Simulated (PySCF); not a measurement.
`P[Si@@H]1C[C@@H](CF)[SiH2]1`, C$_{3}$H$_{10}$FPSi$_{2}$

Geometry (Å), atoms numbered from 1 in this order:
```xyz
17

F    -1.855   -1.451   -0.429
C    -2.227   -0.137   -0.213
C    -1.075    0.650    0.374
C     0.087    0.775   -0.636
Si    1.254   -0.635   -0.016
P     3.426   -0.047   -0.085
Si   -0.221   -0.355    1.795
H    -3.082   -0.171    0.471
H    -2.550    0.252   -1.186
H    -1.475    1.628    0.651
H     0.559    1.755   -0.551
H    -0.258    0.683   -1.665
H     1.179   -1.851   -0.845
H     3.827   -1.085    0.734
H     3.361    0.838    0.974
H     0.139    0.545    2.903
H    -1.096   -1.383    2.364
```

The calculation used GIAO B3LYP/pcSseg-1 magnetisability, rotational g tensor and spin-rotation constants, non-relativistic, gas phase (PySCF 2.14.0). Geometry: GFN2-xTB.

Q: What are the magnetisability and the molar susceptibility?

A: Isotropic -1524 × 10⁻³⁰ J/T², or -91.8 × 10⁻⁶ cm³/mol; principal values -1639, -1532, -1402 × 10⁻³⁰ J/T², anisotropy 205 × 10⁻³⁰ J/T² (root of half the summed squared differences of the principal values). The susceptibility is in cgs units.

Q: Split it along the inertial axes a, b, c into diamagnetic and paramagnetic parts about the centre of mass, with the quadrupole moment.

A: 
| axis | χ (10⁻⁶ cm³/mol) | diamagnetic (10⁻⁶ cm³/mol) | paramagnetic (10⁻⁶ cm³/mol) | summed x² of all electrons (Å²) | quadrupole Θ (D Å) |
| --- | --- | --- | --- | --- | --- |
| a | -93.6 | -576.9 | 483.4 | 317.3 | -1.30 |
| b | -89.0 | -1581.8 | 1492.8 | 80.4 | -0.51 |
| c | -92.8 | -1687.1 | 1594.4 | 55.6 | +1.81 |

Anisotropies 2χaa − χbb − χcc = -5.4 and 2χbb − χaa − χcc = +8.3 × 10⁻⁶ cm³/mol. Θ is traceless in Buckingham's convention.

Q: And the rotational g tensor?

A: 
```tsv
axis	rotational constant (GHz)	g	nuclear part	electronic part
a	2.7900	-0.0343	0.5992	-0.6336
b	0.7878	-0.0115	0.5409	-0.5524
c	0.7366	-0.0100	0.5418	-0.5517
```
Asymmetric top; isotopes 12C, 19F, 1H, 31P, 28Si; no vibrational averaging.
